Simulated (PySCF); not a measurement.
dimethoxyethane (C4H10O2), singlet, at a GFN2-xTB geometry; DF-M06/cc-pVDZ run with PySCF.

Input for PySCF:
```python
from pyscf import gto, scf, dft

mol = gto.Mole()
mol.atom = '''
    C     2.72391810    0.61849359   -0.04828470
    O     1.46799295    0.22528122    0.43744296
    C     0.73171646   -0.53298279   -0.49139705
    C    -0.66329302   -0.78508739    0.06805032
    O    -1.49517989    0.29843247   -0.26923304
    C    -2.76725385    0.21630168    0.31640991
    H     3.34489932   -0.25195343   -0.29834656
    H     3.20104761    1.18758433    0.74676361
    H     2.62728334    1.24803258   -0.94164979
    H     1.24064897   -1.49173030   -0.68129414
    H     0.63663919    0.00913888   -1.44304535
    H    -1.07400645   -1.71837604   -0.34974959
    H    -0.59087972   -0.89062330    1.15992421
    H    -3.29594577   -0.69105971   -0.00453680
    H    -2.70325538    0.21544940    1.41170086
    H    -3.31946172    1.09347742   -0.01411672
'''
mol.basis = 'cc-pvdz'
mol.verbose = 4
mol.build()

mf = dft.RKS(mol)
mf.xc = 'm06'
mf.grids.level = 1
mf = mf.density_fit(auxbasis='def2-universal-jkfit')
mf.kernel()
mf.analyze()
```

Q: Predict the main parts of the log of this PySCF run.

A: 
```
PySCF version 2.14.0

[INPUT] verbose = 4
[INPUT] num. atoms = 16
[INPUT] num. electrons = 50
[INPUT] charge = 0
[INPUT] spin (= nelec alpha-beta = 2S) = 0
[INPUT] symmetry False subgroup None
[INPUT] Mole.unit = angstrom
[INPUT] Symbol           X                Y                Z      unit          X                Y                Z       unit  Magmom
[INPUT]  1 C      2.723918100000   0.618493590000  -0.048284700000 AA    5.147459194746   1.168783494899  -0.091244859007 Bohr   0.0
[INPUT]  2 O      1.467992950000   0.225281220000   0.437442960000 AA    2.774104628292   0.425719806808   0.826647389519 Bohr   0.0
[INPUT]  3 C      0.731716460000  -0.532982790000  -0.491397050000 AA    1.382743710236  -1.007191502207  -0.928605842919 Bohr   0.0
[INPUT]  4 C     -0.663293020000  -0.785087390000   0.068050320000 AA   -1.253442148136  -1.483600150950   0.128596467489 Bohr   0.0
[INPUT]  5 O     -1.495179890000   0.298432470000  -0.269233040000 AA   -2.825480499057   0.563955634977  -0.508776709284 Bohr   0.0
[INPUT]  6 C     -2.767253850000   0.216301680000   0.316409910000 AA   -5.229351893648   0.408750935483   0.597928072998 Bohr   0.0
[INPUT]  7 H      3.344899320000  -0.251953430000  -0.298346560000 AA    6.320943629044  -0.476122978845  -0.563793288606 Bohr   0.0
[INPUT]  8 H      3.201047610000   1.187584330000   0.746763610000 AA    6.049103294594   2.244209133525   1.411178702692 Bohr   0.0
[INPUT]  9 H      2.627283340000   1.248032580000  -0.941649790000 AA    4.964845964233   2.358439770734  -1.779460208354 Bohr   0.0
[INPUT] 10 H      1.240648970000  -1.491730300000  -0.681294140000 AA    2.344486770024  -2.818961718715  -1.287459334871 Bohr   0.0
[INPUT] 11 H      0.636639190000   0.009138880000  -1.443045350000 AA    1.203073709265   0.017269980285  -2.726960496827 Bohr   0.0
[INPUT] 12 H     -1.074006450000  -1.718376040000  -0.349749590000 AA   -2.029578046516  -3.247260094615  -0.660930937279 Bohr   0.0
[INPUT] 13 H     -0.590879720000  -0.890623300000   1.159924210000 AA   -1.116600843360  -1.683034117156   2.191939082152 Bohr   0.0
[INPUT] 14 H     -3.295945770000  -0.691059710000  -0.004536800000 AA   -6.228434826719  -1.305913587621  -0.008573309482 Bohr   0.0
[INPUT] 15 H     -2.703255380000   0.215449400000   1.411700860000 AA   -5.108412312957   0.407140359702   2.667727995213 Bohr   0.0
[INPUT] 16 H     -3.319461720000   1.093477420000  -0.014116720000 AA   -6.272873531778   2.066372847196  -0.026676734577 Bohr   0.0

nuclear repulsion = 256.162422312915
number of shells = 60
number of NR pGTOs = 226
number of NR cGTOs = 134
basis = cc-pvdz
ecp = {}

******** <class 'pyscf.df.df_jk.DFRKS'> ********
method = DFRKS
initial guess = minao
damping factor = 0
level_shift factor = 0
DIIS = <class 'pyscf.scf.diis.CDIIS'>
diis_start_cycle = 1
diis_space = 8
diis_damp = 0
SCF conv_tol = 1e-09
SCF conv_tol_grad = None
SCF max_cycles = 50
direct_scf = False
XC library pyscf.dft.libxc version 7.1.2
    S. Lehtola, C. Steigemann, M. J. T. Oliveira, and M. A. L. Marques,  SoftwareX 7, 1–5 (2018)
XC functionals = m06
    Y. Zhao and D. G. Truhlar,  Theor. Chem. Acc. 120, 215 (2008)
    Y. Zhao and D. G. Truhlar,  Theor. Chem. Acc. 120, 215 (2008)
radial grids:
    Treutler-Ahlrichs [JCP 102, 346 (1995); DOI:10.1063/1.469408] (M4) radial grids

becke partition: Becke, JCP 88, 2547 (1988); DOI:10.1063/1.454033
pruning grids: <function nwchem_prune>
grids dens level: 1
symmetrized grids: False
atomic radii adjust function: <function treutler_atomic_radii_adjust>
small_rho_cutoff = 0
Set gradient conv threshold to 3.16228e-05
Initial guess from minao.
tot grids = 55800
******** <class 'pyscf.df.df.DF'> ********
auxbasis = def2-universal-jkfit
init E= -309.245194471532
  HOMO = -0.334401473433179  LUMO = 0.0228108210013884  gap/eV = 9.72024
cycle= 1 E= -308.54224760925  delta_E= 0.703  |g|= 0.767  |ddm|=  3.5
  HOMO = -0.12642178000657  LUMO = 0.0822209285753019  gap/eV = 5.67746
cycle= 2 E= -308.387644392457  delta_E= 0.155  |g|= 1.18  |ddm|= 1.88
  HOMO = -0.261554372272162  LUMO = 0.0760564065249205  gap/eV = 9.18686
cycle= 3 E= -308.658732699214  delta_E= -0.271  |g|= 0.0672  |ddm|= 1.22
  HOMO = -0.263115596991209  LUMO = 0.073338510762752  gap/eV = 9.15538
cycle= 4 E= -308.659471697007  delta_E= -0.000739  |g|= 0.0303  |ddm|= 0.0671
  HOMO = -0.261019092499542  LUMO = 0.0750289093064532  gap/eV = 9.14433
cycle= 5 E= -308.659698758778  delta_E= -0.000227  |g|= 0.0056  |ddm|= 0.0279
  HOMO = -0.261418357359194  LUMO = 0.0749676213864238  gap/eV = 9.15353
cycle= 6 E= -308.659705886656  delta_E= -7.13e-06  |g|= 0.000604  |ddm|= 0.00577
  HOMO = -0.261337581475267  LUMO = 0.074991196416388  gap/eV = 9.15197
cycle= 7 E= -308.659705977961  delta_E= -9.13e-08  |g|= 0.000174  |ddm|= 0.000622
  HOMO = -0.261328403265526  LUMO = 0.0749916726518511  gap/eV = 9.15174
cycle= 8 E= -308.659705982436  delta_E= -4.47e-09  |g|= 0.000104  |ddm|= 0.000192
  HOMO = -0.261327770812139  LUMO = 0.0749909141439458  gap/eV = 9.15170
cycle= 9 E= -308.659705984421  delta_E= -1.99e-09  |g|= 9.03e-06  |ddm|= 7.93e-05
  HOMO = -0.261327788980064  LUMO = 0.074990574171616  gap/eV = 9.15169
cycle= 10 E= -308.659705984438  delta_E= -1.73e-11  |g|= 2.84e-06  |ddm|= 1.02e-05
  HOMO = -0.261327506241445  LUMO = 0.0749907105071767  gap/eV = 9.15168
Extra cycle  E= -308.659705984438  delta_E= -2.27e-13  |g|= 3.32e-06  |ddm|= 5.12e-06
converged SCF energy = -308.659705984438
**** SCF Summaries ****
Total Energy =                        -308.659705984438403
Nuclear Repulsion Energy =             256.162422312914771
One-electron Energy =                 -927.247717144618605
Two-electron Energy =                  362.425588847265487
Two-electron Coulomb Energy =          404.911677926266520
DFT Exchange-Correlation Energy =      -42.486089079001047
HOMO-LUMO gap [eV] =                     9.151684821504782
**** MO energy ****
MO #1   energy= -19.2200489954107  occ= 2
MO #2   energy= -19.2199844603565  occ= 2
MO #3   energy= -10.2949254780254  occ= 2
MO #4   energy= -10.294711957883   occ= 2
MO #5   energy= -10.288458861832   occ= 2
MO #6   energy= -10.2882658426042  occ= 2
MO #7   energy= -1.06568851607435  occ= 2
MO #8   energy= -1.05346565245167  occ= 2
MO #9   energy= -0.775508241262744 occ= 2
MO #10  energy= -0.700929117492697 occ= 2
MO #11  energy= -0.659415910253348 occ= 2
MO #12  energy= -0.609907783697914 occ= 2
MO #13  energy= -0.509105530436569 occ= 2
MO #14  energy= -0.508066602614499 occ= 2
MO #15  energy= -0.486106284442245 occ= 2
MO #16  energy= -0.465775678241369 occ= 2
MO #17  energy= -0.463884034443123 occ= 2
MO #18  energy= -0.435692341631181 occ= 2
MO #19  energy= -0.394783717920145 occ= 2
MO #20  energy= -0.394545346608387 occ= 2
MO #21  energy= -0.369371932068213 occ= 2
MO #22  energy= -0.332392770471925 occ= 2
MO #23  energy= -0.323257644077374 occ= 2
MO #24  energy= -0.271421936781696 occ= 2
MO #25  energy= -0.261327506241445 occ= 2
MO #26  energy= 0.0749907105071767 occ= 0
MO #27  energy= 0.0777594338396053 occ= 0
MO #28  energy= 0.10640086880389   occ= 0
MO #29  energy= 0.114485318065987  occ= 0
MO #30  energy= 0.130321303019799  occ= 0
MO #31  energy= 0.132427714224691  occ= 0
MO #32  energy= 0.137711269490824  occ= 0
MO #33  energy= 0.149763501093213  occ= 0
 ** Mulliken pop on meta-lowdin orthogonal AOs  **
 ** Mulliken pop  **
 ** Mulliken atomic charges  **
charge of    0C =     -0.06715
charge of    1O =     -0.41619
charge of    2C =      0.05055
charge of    3C =      0.05062
charge of    4O =     -0.41572
charge of    5C =     -0.06801
charge of    6H =      0.07907
charge of    7H =      0.11203
charge of    8H =      0.08288
charge of    9H =      0.07375
charge of   10H =      0.08511
charge of   11H =      0.07347
charge of   12H =      0.08530
charge of   13H =      0.07916
charge of   14H =      0.08311
charge of   15H =      0.11201
Dipole moment(X, Y, Z, Debye):  0.05902, -0.96714, -0.31082
```
